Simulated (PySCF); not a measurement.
CHBBrF₃O.
Geometry (PBE0-D3(BJ)/def2-SVP, Å), atoms numbered from 1 in this order:
```xyz
8
CHBBrF3O angstrom
F     -0.7121    0.7252   -1.3712
C     -0.4911    0.5021   -0.0818
F     -0.6605    1.6443    0.5727
F     -1.3719   -0.3716    0.3555
O      0.7537   -0.0012    0.1214
B      1.8728    0.6930   -0.2288
Br     3.5441   -0.1307    0.1107
H      1.8160    1.7784   -0.7371
```

Computed, not measured: PBE0-D3(BJ)/def2-SVP geometry optimisation, gas phase (PySCF 2.14.0).

Masses are those of the commonest isotopes; rigid-rotor values at the optimised geometry. The values belong to one conformer with, in the numbering `[F:1][C:2]([F:3])([F:4])[O:5][BH:6][Br:7]`, C2–O5–B6–Br7 180°.

(1) What are A, B and C (GHz)?

(2) What kind of rotor is it?

(3) Is it planar, by Δ = Ic − Ia − Ib?

(4) Where do the levels up to J = 3 lie, in MHz?

(5) Predict some low-J microwave lines.

Answers

(1) Ia = 95.04, Ib = 787.80, Ic = 794.95 u·Å²; 505379 MHz·u·Å²/I gives 5318, 641.5 and 635.7 MHz, that is A = 5.3175, B = 0.6415, C = 0.6357 GHz.

(2) A near-prolate asymmetric top; Ray's κ = -0.998.

(3) Not planar: Δ = Ic − Ia − Ib = -87.89 u·Å². For a rigid frame Δ = −2 Σ m c², so Σ m c² = 43.94 u·Å² lies off the ab plane: 0.00 from hydrogen and 43.94 from heavier atoms. The atom farthest from that plane is 1.08 Å away.

(4) Above 0(0,0):
J = 1: 1(0,1) 1277, 1(1,1) 5953, 1(1,0) 5959
J = 2: 2(0,2) 3832, 2(1,2) 8502, 2(1,1) 8519, 2(2,1) 22547, 2(2,0) 22547
J = 3: 3(0,3) 7663, 3(1,3) 12325, 3(1,2) 12360, 3(2,2) 26379, 3(2,1) 26379, 3(3,1) 49774, 3(3,0) 49774
Those of J = 1 are B + C, A + C and A + B.

(5) The dipole components are |μa| = 0.19 D, |μb| = 0.56 D, |μc| = 0.00 D; the mirror of this Cs structure is the ab plane, so μc vanishes by symmetry and there are no c-type lines. Intensities carry the squares of the components, which stand as 0.12 : 1.00 (a : b). Some of the stronger lines:

| type | branch | J(Ka,Kc) | MHz | lower level (cm⁻¹) |
| --- | --- | --- | --- | --- |
| a | R | 1(0,1) ← 0(0,0) | 1277 | 0.000 |
| a | R | 2(1,2) ← 1(1,1) | 2549 | 0.199 |
| a | R | 2(0,2) ← 1(0,1) | 2554 | 0.043 |
| a | R | 2(1,1) ← 1(1,0) | 2560 | 0.199 |
| b | Q | 1(1,0) ← 1(0,1) | 4682 | 0.043 |
| b | Q | 2(1,1) ← 2(0,2) | 4688 | 0.128 |
| b | R | 1(1,1) ← 0(0,0) | 5953 | 0.000 |
| b | R | 2(1,2) ← 1(0,1) | 7225 | 0.043 |
| b | Q | 2(2,0) ← 2(1,1) | 14028 | 0.284 |
| b | Q | 2(2,1) ← 2(1,2) | 14045 | 0.284 |
| b | R | 2(2,1) ← 1(1,0) | 16588 | 0.199 |
| b | R | 2(2,0) ← 1(1,1) | 16594 | 0.199 |

Whether it is a minimum is left open (no frequencies). No vibrational averaging or centrifugal distortion is included, and the geometry carries the error of its method. Quadrupole hyperfine structure (11B, 79Br) is left out.
